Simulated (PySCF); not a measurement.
An unknown is described by computed data only.

Elements present: C, F, H and P. Monoisotopic mass: 188.0132 u.

| Property | Result |
| --- | --- |
| NMR, other nuclei | isotropic shieldings of nuclei other than C and H, by class: 225 (3 F), -489 (1 P), -271 (1 P) ppm [GIAO PBE0/pcSseg-1] |
| Dipole | 3.78 D [PBE0/pcSseg-1] |
| 13C NMR | chemical shifts (computed TMS as zero) by class: 142.7 (1 C), 51.1 (1 C), 42.4 (1 C), 28.0 (1 C), 17.0 (1 C) ppm [GIAO PBE0/pcSseg-1] |
| 1H NMR | chemical shifts (computed TMS as zero) by class: 3.70 (1 H), 2.29 (1 H), 2.19 (1 H), 1.56 (3 H), 1.09 (3 H) ppm [GIAO PBE0/pcSseg-1] |
| Rotational structure | rotational constants A, B, C: 1.812, 0.528, 0.490 GHz [GFN2-xTB] |

The electronic properties come from PySCF, for the isolated species, density fitting. Levels stand in brackets. The structure is a single GFN2-xTB conformer in the gas phase; no vibrational or solvent corrections. NMR values are class means; diastereotopic atoms form classes of their own.

Task: Which formula fits the mass and the elements?

Result: C5H9F3P2 (calculated 188.0132). No other formula that holds each of these elements comes within 0.0003 u with a fitting electron parity and a possible valence count.

Task: Propose a structure and show how it fits.

Result: Numbering: `[CH3:1][CH2:2][C@@H:3]([CH3:4])/[P:5]=[P:6]/[C:7]([F:8])([F:9])[F:10]`. 5 carbons fall into 5 classes; from least to most shielded: CF3 carbon [C7] (142.7 ppm), sp3 carbon bound to phosphorus [C3] (51.1 ppm), chain CH2 carbon [C2] (42.4 ppm), methyl carbon [C4] (28.0 ppm), methyl carbon [C1] (17.0 ppm). Hydrogen classes from least to most shielded: 1 H on an sp3 carbon bound to phosphorus, C3 (3.70 ppm), 1 H on a chain CH2 carbon, C2 (2.29 ppm), 1 H on a chain CH2 carbon, C2 (2.19 ppm), 3 H on a methyl carbon, C4 (1.56 ppm), 3 H on a methyl carbon, C1 (1.09 ppm). The other shieldings belong to: 225 ppm, fluorine of a CF3 group [F8/F9/F10]; -489 ppm, phosphorus bonded to C and P [P5]; -271 ppm, phosphorus bonded to C and P [P6]. The optimised geometry has point group C1 and is an asymmetric top. Structure: `CC[C@@H](C)/P=P/C(F)(F)F`. Computed isomers that give other values at the same levels: `CC(C)C/P=P\C(F)(F)F` (13C chemical shifts (computed TMS as zero) by class: 140.0 (1 C), 54.9 (1 C), 31.8 (1 C), 25.6 (2 C) ppm); `CP(C)C/P=C\C(F)(F)F` (13C chemical shifts (computed TMS as zero) by class: 179.0 (1 C), 130.5 (1 C), 45.2 (1 C), 20.6 (2 C) ppm); `CC(C)(C)/P=P/C(F)(F)F` (13C chemical shifts (computed TMS as zero) by class: 142.9 (1 C), 47.6 (1 C), 35.5 (3 C) ppm). The assignments are read from this structure; whether some other isomer fits the data as well wasn't checked. The mirror image fits equally.

The values belong to the conformer `[CH3:1][CH2:2][C@@H:3]([CH3:4])/[P:5]=[P:6]/[C:7]([F:8])([F:9])[F:10]`: C1–C2–C3–C4 177°, C2–C3–P5–P6 -61°, P5–P6–C7–F8 -28°.
